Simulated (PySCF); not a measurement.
# PbS at PBEsol

Computed with PBEsol; Pb def2-SVPD with ECP60, S def2-SVPD; scalar-relativistic core potentials (PySCF 2.14).

| Quantity | Value |
| --- | --- |
| state | ¹Σ⁺ (singlet), closed shell |
| bond length | 233.1 pm |
| harmonic wavenumber | 426 cm⁻¹ |
| force constant | 2.96 mdyn/Å |
| rotational constant Be | 0.1119 cm⁻¹ |
| anharmonicity ωexe | 0.962 cm⁻¹ |
| vibration–rotation constant αe | 0.000356 cm⁻¹ |
| well depth De to Pb + S | 504 kJ/mol |
| dissociation energy D0 | 502 kJ/mol |
| HOMO–LUMO gap | 2.86 eV |
| bond order (Mayer) | 2.17 |
| dipole moment (positive dipole means Pb(−)S(+)) | -4.02 D |

These are scalar-relativistic numbers at best; spin–orbit coupling would shift them, the dissociation energy most.
